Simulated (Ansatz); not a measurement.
```yaml
crystal:
  periodic: [false, false, false]
  atoms:
    - {symbol: Cl, position_ang: [0.256731, -1.423864, 1.660394]}
    - {symbol: B, position_ang: [0.492986, -0.097637, 0.638170]}
    - {symbol: N, position_ang: [0.671053, 0.872616, -0.103554]}
    - {symbol: Zn, position_ang: [-2.178596, -1.073600, -1.532533]}
    - {symbol: H, position_ang: [0.807626, 1.648785, -0.703878]}
basis:
  gaussian: {orbitals: ANO-RCC-VTZP, final_grid: {core_spheres: 5, valence_spheres: 4, degree: 11}, nuclear_model: gaussian}
hamiltonian: {xc: {name: r2SCAN}, dispersion: d3bjatm}
kpoints: {mp_grid: {grid: [2, 2, 2]}}
```

```sh
$ ansatz run in.yaml --threads 2 --pin off --events-out ev --progress --plain --max-ram 4352MiB
```

**Question.** How does Ansatz answer? (An estimate is asked.)

**Answer.** Ansatz gave: The input was rejected before any iteration.
```
Error: invalid value for `basis.gaussian`: such a run doesn't read kpoints; remove what it names
```
